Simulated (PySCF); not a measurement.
# Xe⁺ (xenon, charge +1) across methods

[Kr] 4d10 5s1 5p6, 2S determinant (an excited configuration). Calculation: PySCF 2.14, in x2c-TZVPPall with one added diffuse shell each of s, p, d, f type (9s7p5d3f, 76 functions); the spin-free X2C one-electron Hamiltonian (Gaussian nucleus).

```
method  E (hartree)  mean ε 5s α (eV)  mean ε 5p α (eV)  mean ε 5p β (eV)  Σ⟨r²⟩ (bohr²)   ⟨S²⟩
 B3LYP     -7445.60           -32.156           -19.073           -18.032          52.27  0.752
 B97-3     -7445.11           -32.784           -19.496           -18.223          52.23  0.753
   PBE     -7445.10           -30.188           -17.938           -17.233          52.07  0.751
   LDA     -7438.85           -30.414           -18.074           -17.460          52.00  0.751
   UHF  -7442.49520           -39.002           -22.920           -19.902          53.07  0.763
r2SCAN     -7445.53           -31.106           -18.429           -17.454          52.16  0.753
  PBE0     -7445.16           -32.641           -19.418           -18.208          52.14  0.752
M06-2X     -7446.15           -35.218           -20.928           -19.110          52.36  0.759
```

Estimate the same row for MN15.

E (hartree) = -7450.50; mean ε 5s α (eV) = -33.360; mean ε 5p α (eV) = -20.080; mean ε 5p β (eV) = -18.828; Σ⟨r²⟩ (bohr²) = 51.88; ⟨S²⟩ = 0.752.
